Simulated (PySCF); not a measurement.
One of the candidates below gave these computed data.

All candidates are C5H7ClO3Si.

| technique | computed result |
| --- | --- |
| 13C NMR | chemical shifts (computed TMS as zero) by class: 207.3 (1 C), 99.2 (1 C), 86.9 (1 C), 77.7 (1 C), 54.6 (1 C) ppm [GIAO PBE0/pcSseg-1] |
| Rotational structure | rotational constants A, B, C: 1.171, 0.811, 0.772 GHz [GFN2-xTB] |
| NMR, other nuclei | isotropic shieldings of nuclei other than C and H, by class: -306 (1 O), 278 (1 O), 281 (1 O), 414 (1 Si), 877 (1 Cl) ppm [GIAO PBE0/pcSseg-1] |
| 1H NMR | chemical shifts (computed TMS as zero) by class: 9.78 (1 H), 5.08 (1 H), 5.03 (1 H), 4.11 (3 H), 1.85 (1 H) ppm [GIAO PBE0/pcSseg-1] |
| Dipole | 4.96 D [PBE0/pcSseg-1] |

Gas-phase values; electronic properties from PySCF, density fitting. Levels stand in brackets. Geometry: GFN2-xTB, one conformer, isolated molecule. GFN2-xTB frequencies show an imaginary mode (40i cm⁻¹), so this geometry is no minimum at that level. Each NMR value is the plain mean over a class of atoms that symmetry, rotation or inversion makes alike.

Problem. Which candidate is it?
A. `C[SiH2]/C=C(\Cl)C(=O)OC=O`
B. `CO/C=C(\Cl)[C@H]1OC(=O)[SiH2]1`
C. `C#C[Si@](Cl)(OC)OCC=O`

Solution. C. It is `C#C[Si@](Cl)(OC)OCC=O`. Numbering: `[CH:1]#[C:2][Si@:3]([Cl:4])([O:5][CH3:6])[O:7][CH2:8][CH:9]=[O:10]`. Its formula, C5H7ClO3Si, gives 3 degrees of unsaturation: 0 rings and 3 π bonds in the structure found. 5 carbons fall into 5 classes; from least to most shielded: aldehyde carbon [C9] (207.3 ppm), terminal alkyne carbon [C1] (99.2 ppm), alkyne carbon [C2] (86.9 ppm), sp3 carbon bound to oxygen [C8] (77.7 ppm), methoxy carbon [C6] (54.6 ppm). Hydrogen classes from least to most shielded: 1 H on an aldehyde carbon, C9 (9.78 ppm), 1 H on an sp3 carbon bound to oxygen, C8 (5.08 ppm), 1 H on an sp3 carbon bound to oxygen, C8 (5.03 ppm), 3 H on a methoxy carbon, C6 (4.11 ppm), 1 H on a terminal alkyne carbon, C1 (1.85 ppm). The other shieldings belong to: -306 ppm, aldehyde oxygen [O10]; 278 ppm, silyl ether oxygen [O7]; 281 ppm, silyl ether oxygen [O5]; 414 ppm, chlorine-bound silicon [Si3]; 877 ppm, silicon-bound chlorine [Cl4]. The optimised geometry has point group C1 and is an asymmetric top.

The others, at the same levels:
- `CO/C=C(\Cl)[C@H]1OC(=O)[SiH2]1` fails: its computed 13C shifts are 180.6 (1 C), 149.6 (1 C), 117.2 (1 C), 70.1 (1 C), 60.9 (1 C) ppm, 1H shifts are 6.69 (1 H), 5.38 (1 H), 5.02 (1 H), 4.83 (1 H), 3.92 (3 H) ppm and rotational constant A is 1.378 GHz (against 1.171 GHz).
- `C[SiH2]/C=C(\Cl)C(=O)OC=O` fails: its computed 13C shifts are 160.9 (1 C), 158.8 (1 C), 155.1 (1 C), 147.3 (1 C), -8.4 (1 C) ppm, 1H shifts are 8.23 (1 H), 8.22 (1 H), 4.55 (2 H), 0.39 (3 H) ppm and rotational constant A is 2.323 GHz (against 1.171 GHz).

Each candidate is one conformer, not necessarily the lowest. Dipoles, sizes and rotational constants follow the conformer. The torsions of the flexible species, by atom-mapped SMILES:
- `[CH:1]#[C:2][Si@:3]([Cl:4])([O:5][CH3:6])[O:7][CH2:8][CH:9]=[O:10]`: C2–Si3–O5–C6 -33°, C2–Si3–O7–C8 56°, Si3–O7–C8–C9 11°, O7–C8–C9–O10 -3°
- `[CH3:1][O:2]/[CH:3]=[C:4](\[Cl:5])[C@H:6]1[O:7][C:8](=[O:9])[SiH2:10]1`: C1–O2–C3–C4 -175°, C3–C4–C6–O7 4°
- `[CH3:1][SiH2:2]/[CH:3]=[C:4](\[Cl:5])[C:6](=[O:7])[O:8][CH:9]=[O:10]`: C1–Si2–C3–C4 74°, C3–C4–C6–O7 3°, C4–C6–O8–C9 179°, C6–O8–C9–O10 0°
